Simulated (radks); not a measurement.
Values are calculated unless marked as measured or tabulated.
Question: Neutral niobium: order these configurations by energy. Code: a radial shooting solver on a logarithmic mesh with Libxc functionals. Model: Dirac Kohn-Sham, relativistic LDA (MacDonald-Vosko exchange, VWN5 correlation), spin-unpolarised, spherical densities, finite nucleus; Fermi nuclear charge, rms radius of each element as measured or else 0.836 A^(1/3) + 0.57 fm. Sub-shells are occupied by j as written (lower j first in brackets). [Kr] 4d(3/2: 2, 5/2: 0) 5s2 5p(1/2: 1, 3/2: 0); [Kr] 4d(3/2: 3, 5/2: 0) 5s1 5p(1/2: 1, 3/2: 0); [Kr] 4d(3/2: 3, 5/2: 0) 5s2; [Kr] 4d(3/2: 4, 5/2: 0) 5p(1/2: 1, 3/2: 0); [Kr] 4d(3/2: 4, 5/2: 0) 5s1; [Kr] 4d(3/2: 4, 5/2: 1).

Answer: From the lowest, in eV above it: [Kr] 4d(3/2: 3, 5/2: 0) 5s2 0.000; [Kr] 4d(3/2: 4, 5/2: 0) 5s1 0.472; [Kr] 4d(3/2: 4, 5/2: 1) 1.866; [Kr] 4d(3/2: 3, 5/2: 0) 5s1 5p(1/2: 1, 3/2: 0) 3.269; [Kr] 4d(3/2: 4, 5/2: 0) 5p(1/2: 1, 3/2: 0) 3.418; [Kr] 4d(3/2: 2, 5/2: 0) 5s2 5p(1/2: 1, 3/2: 0) 4.238.
